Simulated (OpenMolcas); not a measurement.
Zr2+: Racah parameters, the spin-orbit constant, worked from levels

* Program: OpenMolcas
* Basis: ANO-RCC-VDZP [6s5p3d1f]
* Scalar Hamiltonian: DKH2, point nucleus
* Active space: 2 electrons in 6 orbitals (4d 5s)
* State averaging: 2S+1 = 3 even, 15 roots; 2S+1 = 1 even, 21 roots kept (CI in the orbitals of an earlier block)
* Spin-orbit coupling: RASSI with atomic mean-field integrals over the reference wave functions, term energies averaged over their components

Methods: CASSCF; MS-CASPT2, IPEA 0.25 Eh, imaginary shift 0.1 Eh (closed shells correlated: 4s 4p). Measured levels: Moore, Atomic Energy Levels, vol. II, NSRDS-NBS 35 (1971 reprint of NBS Circular 467, 1952); NIST levels as listed in Rynkun, Gaigalas and Jonsson, Astron. Astrophys. 637, A10 (2020).

**Racah parameters.** Above ³F, d2 has ³P at 15B, ¹G at 12B + 2C and ¹D at 5B + 2C. The first two fix B and C, and the third tests them; where it misses by thousands of cm-1, two parameters do not describe the configuration (Trees and configuration-interaction terms are left out) and B and C hang on the terms chosen. Term energies are centres of gravity, weighted by 2J + 1.

```json
{"Source": "CASSCF", "³P": "9699", "¹G": "12780", "B": "647", "C": "2510", "C/B": "3.88", "¹D from B, C": "8255", "¹D found": "6238"}
{"Source": "MS-CASPT2", "³P": "7986", "¹G": "10928", "B": "532", "C": "2270", "C/B": "4.27", "¹D from B, C": "7200", "¹D found": "4538"}
{"Source": "measured", "³P": "7717", "¹G": "10185", "B": "514", "C": "2006", "C/B": "3.90", "¹D from B, C": "6582", "¹D found": "4878"}
```

Energies in cm-1. From CASSCF to MS-CASPT2, B changes by -17.8 % and C by -9.6 %. Against the measured terms, MS-CASPT2 has B off by +3.5 % and C by +13.2 %.

**The spin-orbit constant.** For the Hund term ³F of d2, E(J) = (A/2) J(J+1) + constant and ζ = 2S·A = 2A. From J = 2 to J = 4 the energy changes by 7 A.

| Source | E(4) - E(2) | A | ζ |
| --- | --- | --- | --- |
| CASSCF | 1581.5 | 225.9 | 452 |
| MS-CASPT2 | 1597.4 | 228.2 | 456 |
| measured | 1486.4 | 212.3 | 425 |

All in cm-1. MS-CASPT2 is off by +7.5 % and CASSCF by +6.4 %. Both methods take the spin-orbit matrix elements from the reference wave functions, so the second can move ζ only through the term energies and any multistate remixing. Second-order mixing with other terms is absorbed into this ζ.

Term energies are means over components that CASPT2 splits; among the terms shown or strongly mixed into the levels shown the widest spread is 620 cm-1 (4d² ¹G, MS-CASPT2). Terms from blocks run as CI alone lack orbitals of their own. Without dynamic correlation excited terms often stand tens of per cent too high (terms of higher spin than the ground term too low), and those without a measured partner can miss by more than the paired ones (holds for CASSCF). Computed and measured levels are paired by configuration, term and J; levels that our copy of the source lacks, or whose pairing is in doubt (as where it misses far off the trend of its configuration), stay unpaired and out of the deviations. Levels of configurations outside the active space are missing.
